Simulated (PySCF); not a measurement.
Vertical excitations of a molecule C5H4O2 from PySCF with TDDFT-PBE0/def2-SVPD, as energy in eV (oscillator strength): 3.37 (0.000), 4.27 (0.101), 5.66 (0.226), 6.52 (0.000), 6.97 (0.046), 7.04 (0.025), 7.39 (0.000), 7.40 (0.005), 7.43 (0.002), 7.76 (0.024). Lowest triplet (TDA): 2.68 eV. Geometry: B3LYP-D3(BJ)/def2-SVP. Other conformers were not sampled.

**Question.** Pick the molecule that these values belong to.
A. C#CC1OC(=C)O1
B. C=C1C=COC1=O
C. C=C1OC=CC1=O
D. C#CC1OC=CO1

**Answer.** C, C=C1OC=CC1=O
